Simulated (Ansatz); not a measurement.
`C[N](C)[Ga]([Cl])[Cl]` + H₂ → `[Cl][GaH][Cl]` + `CNC` at 298.15 K and 1 bar (hydrogenolysis of a Ga–N bond).

Program: Ansatz. Geometries: PBE0-D4/def2-TZVP. ΔE: electronic, gas phase. CBS: MP2 limit from def2 TZ/QZ plus the TZ coupled-cluster correction, frozen cores. This one scheme is used for every species. For Ga outer-core shells are correlated without core-valence functions, which leaves a few kJ/mol of doubt a bond. Scalar relativity is left out up to krypton. Each species was taken in one conformer, which may not be the lowest.

```csv
species,CCSD(T)/CBS energy (Eh),H − E (kJ/mol),S (J/(mol·K))
`C[N](C)[Ga]([Cl])[Cl]`,-2978.03927,249.3,397.1
H₂,-1.17544,35.1,130.4
`[Cl][GaH][Cl]`,-2844.19972,38.8,300.2
`CNC`,-135.00321,256.9,271.4
```

H − E and S are ideal-gas, rigid-rotor, harmonic terms from PBE0-D4/def2-TZVP, for one conformer and one mirror image of each species. The MP2-based limit puts H₂ 0.8 mEh under its directly extrapolated value; such offsets cancel only in part. 1 Eh = 2625.50 kJ/mol, R = 8.31446 J/(mol·K).

Q: By hand: ΔE, ΔH, ΔS and ΔG.

A: ΔE = (-2844.19972) + (-135.00321) − (-2978.03927) − (-1.17544) = 0.01178 Eh = 30.9 kJ/mol. Δ(H − E) = 38.8 + 256.9 − 249.3 − 35.1 = 11.3, so ΔH = 42.2 kJ/mol. ΔS = 300.2 + 271.4 − 397.1 − 130.4 = 44.1 J/(mol·K). ΔG = 42.2 − 298.15 × (44.1)/1000 = 29.1 kJ/mol.

Q: By hand: the equilibrium constant, and the temperature at which ΔG would vanish if ΔH and ΔS stayed fixed.

A: log₁₀ K = −ΔG/(RT ln 10) = -5.1. ΔG = 0 at ΔH/ΔS = 957 K.

ΔH outweighs TΔS. A doubt of 5 kJ/mol in ΔE shifts log₁₀ K by 0.9 here. Other conformers and mirror images would add mixing entropy, several J/(mol·K) or more a flexible species. These are equilibria of isolated gas molecules and say nothing of rates. Largest T1 diagnostic: 0.012 (customary marks: 0.02 for closed shells, 0.045 for open ones).
